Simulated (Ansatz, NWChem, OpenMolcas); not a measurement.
**Abstraction of Cl: GaH(CH3)Cl + BF2 → GaH(CH3) + BClF2**

Species: GaH(CH3)Cl, singlet; BF2 `F[B]F`, doublet; GaH(CH3), doublet; BClF2 `FB(F)Cl`, singlet. A radical takes Cl: the energy is the difference in strength between the Ga–Cl bond broken and the B–Cl bond made.

Shapes, held fixed at every level: PBE0-D4/def2-TZVP. Programs: Ansatz 0.2.0, NWChem 7.3.0, OpenMolcas 26.06. A level may come from different programs for different species; with the same settings they agree closely. Electronic energies: no zero-point or thermal term.

```
                             level           kind  ΔE (kJ/mol)
                         HF/STO-3G   Hartree–Fock       -348.0
                          HF/3-21G   Hartree–Fock         +8.7
                       HF/def2-SVP   Hartree–Fock        -45.6
B3LYP/6-31G* (spherical functions)  global hybrid        -71.9
                     PBE0/def2-SVP  global hybrid        -65.2
```

PBE0/def2-SVP gives ΔE = -65.2 kJ/mol; the levels span -348.0 to +8.7. They disagree on the sign: 1 of 5 are positive. The median of the levels is -65.2. No measured value is set beside it here. Spin contamination: GaH(CH3) (⟨S²⟩ up to 1.33). Open shells run unrestricted. Relativity is left out for Ga. Rows in sets without polarisation functions are far from converged.
